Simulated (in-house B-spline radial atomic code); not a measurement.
**RPA and G0W0 on PBE0: neutral cadmium**

Configuration [Kr] 4d10 5s2, mean-field start PBE0. Computed with an all-electron radial atomic-structure program (B-spline basis): all electrons, scalar-relativistic (spin-free one-electron X2C), finite nucleus, each spin shell either full or empty, empty states to l = 9 with an (l + 1/2)⁻⁴ tail; G0W0 by contour deformation at full frequency.

Command:
```bash
python run_gw.py task.json out
```
Settings (radii: box in bohr, nucleus in fm):
```
Z                        48
electrons                48
configuration            [Kr] 4d10 5s2
hamiltonian              x2c
method                   pbe0
lmax                     9
rms_radius               4.6087
spin_polarised           False
box_radius               40
intervals                72
ion_configuration        [Kr] 4d10 5s1
```

Cost of the run: 8.8 s on 1 thread of Arm Neoverse V2, with other jobs on the host.

Energies (hartree):

```
                                     term        value
                         mean-field total  -5593.70312
Hartree-Fock functional on these orbitals  -5591.37008
                      direct second order      -4.2581
                    second-order exchange       1.1774
                         SOSEX correction       1.0797
```

Q: What is the RPA correlation energy, and what remains with SOSEX?

A: RPA gives -3.6748 hartree (-2.08 eV per electron); RPA + SOSEX gives -2.5951, and the second-order doubles -3.0807 hartree (no singles). RPA lacks exchange-type terms and so overcorrelates at short range.

Quasi-particle levels (eV):

| level | occupied | mean field | Σx - vxc | Σc | QP weight | G0W0 |
| --- | --- | --- | --- | --- | --- | --- |
| 5s | yes | -6.348 | -1.26 | ? | ? | ? |
| 5p | no | -0.647 | 1.96 | -0.77 | 0.942 | 0.546 |

G0W0 = mean field + (Σx - vxc) + Σc, with Σc (partial-wave tail included) taken at the quasi-particle energy. Only the outer levels were computed. Levels of low weight are left out. An empty level above zero is unbound and depends on the box.

Q: Where does G0W0 put 5s?

A: At -9.068 eV, with Σc = -1.45 eV and a quasi-particle weight of 0.888. The tabulated removal energy is 8.994 eV (NIST, measured); the calculation leaves out spin-orbit coupling, Breit and QED terms, and what these don't explain is the method's own error.

Q: What does it cost to remove one electron (to [Kr] 4d10 5s1) by differences of total energies, each species on its own start (correlation terms add to the Hartree-Fock functional)?

A: PBE0 8.762 eV, Hartree-Fock functional 7.255 eV, + RPA 9.181 eV, + RPA + SOSEX 8.731 eV, + second order 10.039 eV. Tabulated: 8.994 eV (NIST, measured); the calculation leaves out spin-orbit coupling, Breit and QED terms, and what these don't explain is the method's own error.
